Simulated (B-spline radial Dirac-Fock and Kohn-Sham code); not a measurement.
## X-ray form factors of germanium in several charge states

These are calculated numbers from a B-spline atomic structure program; the model is relativistic Hartree-Fock (Dirac-Fock) wave functions, averaged over the configuration.

Configurations: Ge²⁵⁺ [He] 2s2 2p3; Ge²⁶⁺ [He] 2s2 2p2; Ge²⁷⁺ [He] 2s2 2p1. The first column is f₀ of Ge²⁵⁺, the others are differences from it.

| s (Å⁻¹) | Ge²⁵⁺ | Δ Ge²⁶⁺ | Δ Ge²⁷⁺ |
| --- | --- | --- | --- |
| 0 | 7.000 | -1.000 | -2.000 |
| 0.05 | 6.996 | -0.999 | -1.999 |
| 0.1 | 6.985 | -0.997 | -1.994 |
| 0.15 | 6.966 | -0.993 | -1.987 |
| 0.2 | 6.940 | -0.988 | -1.977 |
| 0.25 | 6.906 | -0.982 | -1.965 |
| 0.3 | 6.865 | -0.974 | -1.950 |
| 0.35 | 6.818 | -0.965 | -1.932 |
| 0.4 | 6.763 | -0.954 | -1.911 |
| 0.45 | 6.702 | -0.943 | -1.888 |
| 0.5 | 6.635 | -0.930 | -1.863 |
| 0.6 | 6.483 | -0.901 | -1.807 |
| 0.7 | 6.311 | -0.868 | -1.742 |
| 0.8 | 6.119 | -0.831 | -1.671 |
| 0.9 | 5.913 | -0.792 | -1.595 |
| 1 | 5.695 | -0.751 | -1.514 |
| 1.1 | 5.467 | -0.709 | -1.431 |
| 1.2 | 5.234 | -0.665 | -1.345 |
| 1.4 | 4.761 | -0.578 | -1.172 |
| 1.6 | 4.296 | -0.493 | -1.004 |
